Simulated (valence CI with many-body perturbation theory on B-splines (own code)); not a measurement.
# E1 line list for Au IX

Method: configuration interaction combined with many-body perturbation theory (CI+MBPT): three valence electrons over a frozen Dirac-Fock core [Xe] 4f14, a basis of 7 s, 7 p, 8 d, 6 f, 4 g, 1 h functions for each j, with the one-electron correlation potential Σ1 (screened to all orders), the two-electron term Σ2, the three-electron term Σ3, Breit, model QED; selected single and double excitations, second order for the rest, scaled by the run's own slope (own B-spline code, finite nucleus).

No measured levels were compared; by estimate terms of the open shell hold to 2 to 4 % of their energy, and close levels can change places; different configurations can be misplaced against each other by 1,000 to 8,000 cm⁻¹. The list stops below the first excitations out of the core.

Lines 1 to 50 of 105 in falling wavelength, among levels below 344310 cm⁻¹, chosen from the strongest by gf and those to the six lowest levels. Wavelengths and rates use the calculated energies, so an error of 2000 cm⁻¹ moves a line at 4074 Å by 8.1 % and its rate by three times that or more. Electric multipoles are in the length gauge, E1 and E2 with the static RPA response of the core. Weak lines are less certain than strong ones. Lines between different terms over intervals too small for the method are left out, as are lines whose strength nearly cancels. The highest levels of a list are the least certain.

Levels are named by their leading jj configuration (3d3/2^4 stands for four electrons in 3d with j = 3/2), which in mixed levels can hold well under half, so a name can repeat and another be missing. Letters in brackets count levels of one name in rising energy.

| λ vac (Å) | Upper | Lower | A (s⁻¹) | log gf | Branch % |
| --- | --- | --- | --- | --- | --- |
| 4074 | (5d3/2^2 6p1/2) J=3/2 | (5d5/2^2 6s) J=1/2 | 1.36e+03 | -4.87 | 0.0 |
| 2507 | (5d3/2^2 6p1/2) J=1/2 | (5d5/2^2 6s) J=1/2 | 2.67e+04 | -4.30 | 0.0 |
| 2311 | (5d3/2^2 6p1/2) J=5/2 | (5d5/2^2 6s) J=3/2 | 2.33e+03 | -4.95 | 0.0 |
| 2020 | (5d3/2^2 6p1/2) J=5/2 | (5d5/2^2 6s) J=5/2 | 1.33e+00 | -8.31 | 0.0 |
| 2018 | (5d3/2^2 6p1/2) J=3/2 | (5d5/2^2 6s) J=3/2 | 1.57e+04 | -4.42 | 0.0 |
| 2006 | (5d3/2^2 6p1/2) J=5/2 | (5d5/2^2 6s) J=7/2 | 7.97e+04 | -3.54 | 0.0 |
| 1792 | (5d3/2^2 6p1/2) J=3/2 | (5d5/2^2 6s) J=5/2 | 5.49e+04 | -3.98 | 0.0 |
| 1543 | (5d3/2 5d5/2 6p1/2) J=5/2 | (5d5/2^2 6s) J=3/2 | 3.41e+06 | -2.14 | 0.0 |
| 1541 | (5d3/2^2 6p1/2) J=1/2 | (5d5/2^2 6s) J=3/2 | 3.19e+06 | -2.64 | 0.0 |
| 1522 | (5d3/2^2 6p1/2) J=5/2 | (5d3/2 5d5/2 6s) J=7/2 [b] | 7.15e+05 | -2.83 | 0.0 |
| 1521 | (5d3/2^2 6p1/2) J=5/2 | (5d3/2 5d5/2 6s) J=3/2 [b] | 3.01e+06 | -2.20 | 0.1 |
| 1492 | (5d3/2^2 6p1/2) J=3/2 | (5d3/2 5d5/2 6s) J=1/2 | 4.41e+06 | -2.23 | 0.0 |
| 1436 | (5d3/2 5d5/2 6p1/2) J=7/2 | (5d5/2^2 6s) J=5/2 | 1.45e+06 | -2.44 | 0.0 |
| 1429 | (5d3/2 5d5/2 6p1/2) J=7/2 | (5d5/2^2 6s) J=7/2 | 5.40e+06 | -1.88 | 0.1 |
| 1409 | (5d3/2^2 6p1/2) J=5/2 | (5d3/2 5d5/2 6s) J=5/2 [b] | 2.87e+06 | -2.29 | 0.1 |
| 1408 | (5d3/2 5d5/2 6p1/2) J=5/2 | (5d5/2^2 6s) J=5/2 | 7.52e+05 | -2.87 | 0.0 |
| 1401 | (5d3/2 5d5/2 6p1/2) J=5/2 | (5d5/2^2 6s) J=7/2 | 3.22e+06 | -2.25 | 0.0 |
| 1401 | (5d3/2^2 6p1/2) J=5/2 | (5d3/2 5d5/2 6s) J=3/2 [a] | 6.15e+05 | -2.96 | 0.0 |
| 1389 | (5d3/2^2 6p1/2) J=3/2 | (5d3/2 5d5/2 6s) J=3/2 [b] | 2.20e+06 | -2.59 | 0.0 |
| 1359 | (5d3/2 5d5/2 6p1/2) J=7/2 | (5d5/2^2 6s) J=9/2 | 9.12e+05 | -2.70 | 0.0 |
| 1294 | (5d3/2^2 6p1/2) J=3/2 | (5d3/2 5d5/2 6s) J=5/2 [b] | 3.70e+06 | -2.43 | 0.0 |
| 1287 | (5d3/2^2 6p1/2) J=3/2 | (5d3/2 5d5/2 6s) J=3/2 [a] | 1.65e+05 | -3.78 | 0.0 |
| 1270 | (5d3/2^2 6p1/2) J=5/2 | (5d3/2 5d5/2 6s) J=5/2 [a] | 2.97e+07 | -1.37 | 0.5 |
| 1214 | (5d3/2^2 6p1/2) J=1/2 | (5d3/2 5d5/2 6s) J=1/2 | 7.02e+07 | -1.51 | 0.3 |
| 1195 | (5d3/2^2 6p1/2) J=5/2 | (5d3/2 5d5/2 6s) J=7/2 [a] | 5.71e+05 | -3.14 | 0.0 |
| 1176 | (5d3/2^2 6p1/2) J=3/2 | (5d3/2 5d5/2 6s) J=5/2 [a] | 3.63e+07 | -1.52 | 0.2 |
| 1165 | (5d3/2 5d5/2 6p1/2) J=7/2 | (5d3/2 5d5/2 6s) J=7/2 [b] | 4.31e+06 | -2.15 | 0.0 |
| 1158 | (5d3/2^2 6p1/2) J=3/2 | (5d3/2^2 6s) J=1/2 | 6.88e+06 | -2.26 | 0.0 |
| 1147 | (5d3/2 5d5/2 6p1/2) J=5/2 | (5d3/2 5d5/2 6s) J=7/2 [b] | 4.11e+07 | -1.31 | 0.2 |
| 1146 | (5d3/2 5d5/2 6p1/2) J=5/2 | (5d3/2 5d5/2 6s) J=3/2 [b] | 5.00e+07 | -1.23 | 0.3 |
| 1145 | (5d3/2^2 6p1/2) J=1/2 | (5d3/2 5d5/2 6s) J=3/2 [b] | 1.72e+07 | -2.17 | 0.1 |
| 1097 | (5d3/2 5d5/2 6p1/2) J=7/2 | (5d3/2 5d5/2 6s) J=5/2 [b] | 4.33e+07 | -1.20 | 0.4 |
| 1081 | (5d3/2 5d5/2 6p1/2) J=5/2 | (5d3/2 5d5/2 6s) J=5/2 [b] | 2.43e+05 | -3.59 | 0.0 |
| 1076 | (5d3/2 5d5/2 6p1/2) J=5/2 | (5d3/2 5d5/2 6s) J=3/2 [a] | 4.82e+06 | -2.30 | 0.0 |
| 1075 | (5d3/2^2 6p1/2) J=1/2 | (5d3/2 5d5/2 6s) J=3/2 [a] | 7.30e+06 | -2.60 | 0.0 |
| 1070 | (5d3/2 5d5/2 6p1/2) J=7/2 | (5d3/2 5d5/2 6s) J=9/2 | 1.74e+07 | -1.62 | 0.2 |
| 1018 | (5d3/2^2 6p1/2) J=5/2 | (5d3/2^2 6s) J=5/2 | 6.62e+08 | -0.21 | 12.1 |
| 1011 | (5d3/2 5d5/2 6p1/2) J=7/2 | (5d3/2 5d5/2 6s) J=5/2 [a] | 6.02e+08 | -0.13 | 5.9 |
| 997.5 | (5d3/2 5d5/2 6p1/2) J=5/2 | (5d3/2 5d5/2 6s) J=5/2 [a] | 4.59e+08 | -0.39 | 2.3 |
| 983.3 | (5d3/2^2 6p1/2) J=1/2 | (5d3/2^2 6s) J=1/2 | 1.57e+09 | -0.34 | 6.9 |
| 978.9 | (5d3/2^2 6p1/2) J=5/2 | (5d3/2^2 6s) J=3/2 | 1.01e+09 | -0.06 | 18.4 |
| 962.9 | (5d3/2 5d5/2 6p1/2) J=7/2 | (5d3/2 5d5/2 6s) J=7/2 [a] | 8.37e+08 | -0.03 | 8.2 |
| 957.0 | (5d3/2^2 6p1/2) J=3/2 | (5d3/2^2 6s) J=5/2 | 1.40e+09 | -0.11 | 6.0 |
| 950.4 | (5d3/2 5d5/2 6p1/2) J=5/2 | (5d3/2 5d5/2 6s) J=7/2 [a] | 1.24e+09 | 0.00 | 6.3 |
| 922.2 | (5d3/2^2 6p1/2) J=3/2 | (5d3/2^2 6s) J=3/2 | 5.19e+08 | -0.58 | 2.2 |
| 844.9 | (5d3/2 5d5/2 6p1/2) J=7/2 | (5d3/2^2 6s) J=5/2 | 3.89e+08 | -0.48 | 3.8 |
| 835.2 | (5d3/2 5d5/2 6p1/2) J=5/2 | (5d3/2^2 6s) J=5/2 | 1.04e+08 | -1.18 | 0.5 |
| 808.6 | (5d3/2 5d5/2 6p1/2) J=5/2 | (5d3/2^2 6s) J=3/2 | 2.00e+06 | -2.93 | 0.0 |
| 807.9 | (5d3/2^2 6p1/2) J=1/2 | (5d3/2^2 6s) J=3/2 | 2.24e+08 | -1.36 | 1.0 |
| 429.5 | (5d3/2^2 6p1/2) J=5/2 | (5d5/2^3) J=5/2 | 9.17e+05 | -3.82 | 0.0 |

Task: How does gf follow from A for the line at 2006 Å?

Result: gf = 1.4992 × (2J+1)_upper × A / σ², with σ = 49855 cm⁻¹ and 2J+1 = 6: gf = 0.000289.
